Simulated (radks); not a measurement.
The numbers below are computed, except where a source is named.
These are the eigenvalues of the occupied orbitals of an atom or ion with whole-number occupations (hartree). Code: a radial shooting solver on a logarithmic mesh with Libxc functionals. Model: scalar-relativistic Kohn-Sham, SCAN, spin-polarised, spherical densities, finite nucleus; meta-GGA in the generalised Kohn-Sham scheme; Fermi nuclear charge, rms radius of each element as measured or else 0.836 A^(1/3) + 0.57 fm.

orbital  eigenvalue
1s down   -1858.132
1s up     -1858.132
2s up     -319.6710
2s down   -319.6700
2p up     -285.9054
2p down   -285.9047
3s up     -82.55169
3s down   -82.52111
3p up     -72.01007
3p down   -71.97872
3d up     -58.11126
3d down   -58.08596
4s up     -27.60828
4s down   -27.54453
4p up     -23.99480
4p down   -23.93218
4d up     -18.97313
4d down   -18.90941
4f up     -13.43360

Which element is it, and in what charge state? The configuration may be excited. Open shells, if any, are filled with parallel spins first.

Answer. Z = 64, gadolinium, charge +17: Gd17+ in [Kr] 4d10 4f1. The list shows which subshells hold electrons but not how many an open one holds; the 1s level, -1858.1 hartree, gives Z - s = 61.0 by -(Z - s)^2/2, which with screening and relativity narrows Z to a few neighbours, and the depths of the outer levels then fix element, charge and occupations together.
